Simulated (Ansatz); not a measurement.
Method: Ansatz (a first-principles code) with PBE-D3(BJ)/def2-TZVP. No frequencies were computed at this level.

Ansatz 0.2 input:
```yaml
crystal:
  periodic: [false, false, false]
  atoms:
    - { symbol: S, position_ang: [1.756108, 0.196721, 0.397583] }
    - { symbol: In, position_ang: [-0.587937, 0.254385, -0.114928] }
    - { symbol: H, position_ang: [1.751808, -1.132935, 0.326117] }
    - { symbol: H, position_ang: [-1.494272, 1.710515, -0.23911] }
    - { symbol: H, position_ang: [-1.424797, -1.229516, -0.375309] }
basis:
  gaussian: { orbitals: def2-tzvp }
hamiltonian:
  xc: pbe
  dispersion: d3bj
relax:
  max_steps: 150
```

Output:

```
Functional definition: PBE
781 factors; their error is unknown
mean field evaluation 1: about -16051.8511 eV, gradient 2.7e1 eV
mean field evaluation 2: about -16047.5720 eV, gradient 4.7e1 eV
mean field evaluation 4: about -16053.9752 eV, gradient 2.3e0 eV
mean field evaluation 8: about -16053.9880 eV, gradient 5.9e-2 eV
mean field evaluation 16: about -16053.9788 eV, gradient 1.1e-5 eV
mean field -16053.97882672 eV, -589.9728401043 hartree, gradient 1.1e-5 eV, S^2 0.000000; 0 other end points of the search recorded, 0 dependent functions left out
reference -16053.97887887 eV, -589.9728420207 hartree; 20, 20 occupied and 85, 85 virtual orbitals, 781 factors
relax step   1: F+E_penalty+E_count = -16054.05700618 eV  Δ(F+E_penalty+E_count) = +0.000e0 eV  max|allowed force component| = 5.925e-1 eV/Å  Δτ_max = 0.0000 Å  (25 SCF iters, accepted)
these checks for a lower state are left out or cut short: starts, cluster_reference, orbital_swaps, neighbouring_geometries, increment
781 factors; their error is unknown
mean field -16053.97187820 eV, -589.9725847508 hartree, gradient 2.1e-5 eV, S^2 0.000000; 0 other end points of the search recorded, 0 dependent functions left out
reference -16053.97192973 eV, -589.9725866445 hartree; 20, 20 occupied and 85, 85 virtual orbitals, 781 factors
relax step   2: F+E_penalty+E_count = -16054.05007596 eV  Δ(F+E_penalty+E_count) = +6.930e-3 eV  max|allowed force component| = 5.308e-1 eV/Å  Δτ_max = 0.1949 Å  (27 SCF iters, rejected (line search))
these checks for a lower state are left out or cut short: starts, cluster_reference, orbital_swaps, neighbouring_geometries, increment
781 factors; their error is unknown
mean field -16054.02734705 eV, -589.9746231935 hartree, gradient 2.0e-5 eV, S^2 0.000000; 0 other end points of the search recorded, 0 dependent functions left out
reference -16054.02739893 eV, -589.9746250999 hartree; 20, 20 occupied and 85, 85 virtual orbitals, 781 factors
relax step   3: F+E_penalty+E_count = -16054.10566753 eV  Δ(F+E_penalty+E_count) = -4.866e-2 eV  max|allowed force component| = 1.854e-1 eV/Å  Δτ_max = 0.0954 Å  (27 SCF iters, accepted)
these checks for a lower state are left out or cut short: starts, cluster_reference, orbital_swaps, neighbouring_geometries, increment
781 factors; their error is unknown
mean field evaluation 32: about -16054.0272 eV, gradient 3.1e0 eV
mean field -16054.02714638 eV, -589.9746158190 hartree, gradient 1.9e-5 eV, S^2 0.000000; 0 other end points of the search recorded, 0 dependent functions left out
reference -16054.02719804 eV, -589.9746177175 hartree; 20, 20 occupied and 85, 85 virtual orbitals, 781 factors
relax step   4: F+E_penalty+E_count = -16054.10599859 eV  Δ(F+E_penalty+E_count) = -3.311e-4 eV  max|allowed force component| = 1.599e-1 eV/Å  Δτ_max = 0.0998 Å  (27 SCF iters, accepted)
these checks for a lower state are left out or cut short: starts, cluster_reference, orbital_swaps, neighbouring_geometries, increment
781 factors; their error is unknown
mean field -16054.03451927 eV, -589.9748867679 hartree, gradient 2.1e-5 eV, S^2 0.000000; 0 other end points of the search recorded, 0 dependent functions left out
reference -16054.03457093 eV, -589.9748886662 hartree; 20, 20 occupied and 85, 85 virtual orbitals, 781 factors
relax step   5: F+E_penalty+E_count = -16054.11316091 eV  Δ(F+E_penalty+E_count) = -7.162e-3 eV  max|allowed force component| = 3.524e-2 eV/Å  Δτ_max = 0.0447 Å  (28 SCF iters, accepted)
these checks for a lower state are left out or cut short: starts, cluster_reference, orbital_swaps, neighbouring_geometries, increment
781 factors; their error is unknown
mean field -16054.03462288 eV, -589.9748905754 hartree, gradient 1.3e-5 eV, S^2 0.000000; 0 other end points of the search recorded, 0 dependent functions left out
reference -16054.03467450 eV, -589.9748924723 hartree; 20, 20 occupied and 85, 85 virtual orbitals, 781 factors
relax step   6: F+E_penalty+E_count = -16054.11332172 eV  Δ(F+E_penalty+E_count) = -1.608e-4 eV  max|allowed force component| = 1.359e-2 eV/Å  Δτ_max = 0.0091 Å  (22 SCF iters, accepted)
these checks for a lower state are left out or cut short: starts, cluster_reference, orbital_swaps, neighbouring_geometries, increment
781 factors; their error is unknown
mean field -16054.03463096 eV, -589.9748908724 hartree, gradient 1.0e-5 eV, S^2 0.000000; 0 other end points of the search recorded, 0 dependent functions left out
reference -16054.03468257 eV, -589.9748927688 hartree; 20, 20 occupied and 85, 85 virtual orbitals, 781 factors
relax step   7: F+E_penalty+E_count = -16054.11335233 eV  Δ(F+E_penalty+E_count) = -3.061e-5 eV  max|allowed force component| = 2.007e-3 eV/Å  Δτ_max = 0.0048 Å  (22 SCF iters, accepted)
781 factors; their error is unknown
mean field evaluation 64: about -16054.0423 eV, gradient 1.1e0 eV
mean field -16054.03463096 eV, -589.9748908724 hartree, gradient 1.0e-5 eV, S^2 0.000000; 1 other end points of the search recorded, 0 dependent functions left out
reference -16054.03468257 eV, -589.9748927688 hartree; 20, 20 occupied and 85, 85 virtual orbitals, 781 factors
Total energy: -16054.11340393 eV, -589.9777857256 hartree
Atom 0 at     1.671934     0.228121     0.379854 Å, force     0.002007    -0.000772     0.000416 eV/Å
Atom 1 at    -0.682381     0.222155    -0.137445 Å, force    -0.001600     0.000196    -0.000343 eV/Å
Atom 2 at     1.780164    -1.120544     0.333855 Å, force    -0.000615     0.000602    -0.000118 eV/Å
Atom 3 at    -1.372262     1.797924    -0.207373 Å, force    -0.000263     0.000312    -0.000047 eV/Å
Atom 4 at    -1.396545    -1.328486    -0.374538 Å, force     0.000472    -0.000338     0.000092 eV/Å
Dipole moment:    -0.273868    -0.148489    -0.067821 e Å
```

Cost: roughly 15 core-seconds.
